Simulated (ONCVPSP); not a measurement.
# Cl (Z = 17): variants of one ONCV potential

Base potential:

- Element: Cl
- Generator: ONCVPSP 4.0.1
- Type: optimised norm-conserving Vanderbilt (ONCV)
- Functional: PBEsol
- Relativity: scalar-relativistic
- Frozen core: [Ne]
- Valence charge: 7
- Reference configuration: 3s1.75 3p5.25
- Partial waves: 3s: rc 1.40 bohr, ncon 4, nbas 8, qcut 3.8 1/bohr, 2 projectors, debl 1.2 Ha; 3p: rc 1.00 bohr, ncon 3, nbas 6, qcut 7.5 1/bohr, 2 projectors, debl 1.9 Ha; d scattering state at 0.3 Ha: rc 1.45 bohr, ncon 4, nbas 7, qcut 7.7 1/bohr, 3 projectors, debl 1.3 Ha
- Local potential: polynomial inside 0.75 bohr (lpopt 5, dvloc0 6 Ha)
- Core correction: Teter function, fcfact 3.5, rcfact 1.25

Cutoffs, loose and tight: the cutoffs (Ha) at which the residual kinetic energy of the hardest occupied pseudo-wave falls to 1 and 0.1 mHa per electron. They do not see the model core or the augmentation charge, which bear on the density cutoff. Test errors are all-electron minus pseudo excitation energies from the reference, over the configurations 3s2 3p5; 3s2 3p4; 3s2 3p3; 3s2 3p4.5. A dash means not determined; rows that change the core or the reference have their own tests.

A true bound ghost makes a file unfit for plane-wave use even where its test errors are small: the radial tests pick states by their node count and pass the ghost by.

| change | outcome | cutoff, loose | cutoff, tight | bound ghosts | GHOST(+) flags above zero | largest test error (meV) |
| --- | --- | --- | --- | --- | --- | --- |
| base | generated | 75 Ha | 155 Ha | p, d | s, d | -3.6 |
| d: qcut 4.6 | generated | 75 Ha | 155 Ha | p, d | s | -3.6 |
| d: qcut 5.5 | generated | 75 Ha | 155 Ha | p, d | s, d | -3.6 |
| d: qcut 6.1 | generated | 75 Ha | 155 Ha | p | s, d | -3.6 |
| d: qcut 7 | generated | 75 Ha | 155 Ha | p, d | s | -3.6 |
| d: qcut 7.9 | generated | 75 Ha | 155 Ha | p, d | s, d | -3.6 |
| d: qcut 8.6 | generated | 75 Ha | 155 Ha | p | s, d | -3.6 |
| d: qcut 9.2 | generated | 75 Ha | 155 Ha | p | s | -3.6 |
| d: qcut 10.1 | generated | 75 Ha | 155 Ha | p | s | -3.6 |
| d: qcut 10.8 | generated | 75 Ha | 155 Ha | p | s | -3.6 |
| d: qcut 11.6 | generated | 75 Ha | 155 Ha | p | s | -3.6 |

Reading the sweep of the qcut of the d channel (base included, trends over the rows without a ghost): Bound ghosts are found at 4.6, 5.5, 6.1, 7, 7.7, 7.9, 8.6, 9.2, 10.1, 10.8, 11.6 1/bohr. Every judged row has one, so this setting neither creates nor removes them.
